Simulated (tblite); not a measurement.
Start geometry of `[CH2+][C](Cl)[C@@H]1COCO1` [radical] from a force field or distance geometry (Å):
```
atom  x, y, z in Å
C1     2.1105   -0.1946   -0.9633
C2     1.4264   -0.6572    0.2034
Cl3    2.0998   -2.0174    1.0540
C4     0.1424   -0.0943    0.7194
C5    -1.0822   -0.8288    0.2173
O6    -2.1361    0.1261    0.3686
C7    -1.4866    1.3951    0.2121
O8    -0.0614    1.2517    0.2899
H9     3.0352   -0.6497   -1.2846
H10    1.7174    0.6708   -1.4903
H11    0.1360   -0.0770    1.8232
H12   -1.3136   -1.7438    0.7677
H13   -1.0136   -1.0675   -0.8471
H14   -1.7504    1.8198   -0.7575
H15   -1.8282    2.0747    1.0107
```

What comes out of this run: tblite 0.8.0, GFN2-xTB geometry optimisation, gas phase?

```
atom  x, y, z in Å
C1     1.8656    0.0523   -0.9390
C2     1.3938   -0.6299    0.1163
Cl3    2.1671   -2.0514    0.6672
C4     0.1601   -0.2271    0.8990
C5    -1.1357   -0.8973    0.3591
O6    -1.7691    0.1268   -0.3604
C7    -1.2532    1.3403    0.0209
O8    -0.0972    1.1518    0.7549
H9     2.7245   -0.2918   -1.4914
H10    1.4045    0.9678   -1.2700
H11    0.3240   -0.4395    1.9614
H12   -1.7865   -1.2349    1.1760
H13   -0.9543   -1.7352   -0.3199
H14   -1.0609    1.9578   -0.8792
H15   -1.9873    1.9183    0.6284
```

The energy falls by 46.3 kJ/mol over 72 L-BFGS steps, the largest force on an atom goes from 3.38 to 0.009 eV/Å, and the atoms move by 0.524 Å rms after alignment. The bond that changes most is C1–C2 (ends: carbon bonded to C and 2 H; carbon bonded to 2 C and Cl), which shortens by 0.087 Å. Bonds longer at the end by more than 0.005 Å: 5 of 15; shorter: 8. Among the angles that change most is C4–O8–C7, from 104.6° to 109.9°. Among the dihedrals that turn most is H11–C4–C5–H13, from -167° to -109°. Rotational constants go from 3697, 1028, 890.7 to 3785, 1091, 983.2 MHz. The orientation of the end geometry is arbitrary; only internal coordinates are fixed.

Time: 1.7 s. Hardware: one thread of an AMD EPYC, shared host with 64 logical CPUs at a one-minute load of 13.

Its GFN2-xTB frequencies are all real (lowest 15 cm⁻¹). 3 starts were optimised and ended at 0.00, 0.33 and 0.49 kcal/mol (GFN2-xTB); the lowest of these is shown.

One conformer stands for the species.

The numbers are calculated, not measured.
